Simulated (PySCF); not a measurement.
**Gas-phase XPS of Ge(SMe)Me3, computed**

Ge(SMe)Me3, C4H12GeS.
Bonds: Ge1–S2, Ge1–C7, Ge1–C11, Ge1–C15, S2–C3. Hydrogens: H4, H5, H6 on C3; H8, H9, H10 on C7; H12, H13, H14 on C11; H16, H17, H18 on C15.

Level of theory: delta-SCF UKS SCAN, pcX-2 on the ionised atom, pcseg-1 elsewhere, spin-free X2C (PySCF). Binding energies are ΔSCF values: E(core-ionised, relaxed orbitals) − E(ground state) at a fixed geometry, referred to the vacuum level.

Q: List the computed XPS lines with their assignment.

A: 
| atom(s) | bonded to | level | binding energy (eV) | above the level's lowest (eV) | count |
| --- | --- | --- | --- | --- | --- |
| C7/C11/C15 | 3 H and Ge | C 1s | 289.99 | 0.00 | 3 |
| C3 | S and 3 H | C 1s | 291.01 | +1.02 | 1 |
| S2 | C and Ge | S 1s | 2475.93 | 0.00 | 1 |

The listed C 1s values span 1.02 eV, from C7/C11/C15 (bonded to 3 H and Ge) to C3 (bonded to S and 3 H).

Q: Which photon energy gives electrons from S 1s of S2 a kinetic energy of 50 eV, and what is their de Broglie wavelength?

A: hν = 2475.93 + 50 = 2525.93 eV, recoil neglected; λ = 12.264 Å/√(E/eV) = 1.73 Å.

Topologically equivalent atoms share the value of their first member; where this conformer doesn't relate them by symmetry, their own values could differ. Not every level is listed. No level of germanium is listed. Geometry: PBE0-D3(BJ)/def2-SVP; no solvent, vibrations or thermal averaging.

The run took 33 s of wall time on Intel Xeon 6975P-C, one thread, no GPU, on a shared host, and the process peaked at 0.76 GiB of memory.
